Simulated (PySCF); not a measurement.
# How methods differ on the fine-structure interval of Gd³⁷⁺

Gd³⁷⁺ [Ar] 3d9 [3d3/2^4 3d5/2^5, M_J = 5/2] → Gd³⁷⁺ [Ar] 3d9 [3d3/2^3 3d5/2^6, M_J = 3/2], as a difference of total energies. Calculation: PySCF 2.14, in an uncontracted even-tempered set (16 s from 7.3 bohr⁻², ratio 2.8; 13 p from 9.5 bohr⁻², ratio 2.8; 8 d from 9.5 bohr⁻², ratio 2.8; 3 f from 37 bohr⁻², ratio 3); the two-component X2C-1e Hamiltonian. Correlated levels: [Ne] frozen; the 80 highest virtual spinors dropped. "Screened" scales the spin-orbit matrix elements by Boettger's factors to mimic the two-electron term; Breit and QED terms are absent.

```tsv
method	fine-structure interval (cm⁻¹)
GHF (screened spin-orbit)	268590
GMP2 (screened spin-orbit)	268280
GHF (bare spin-orbit)	318740
```
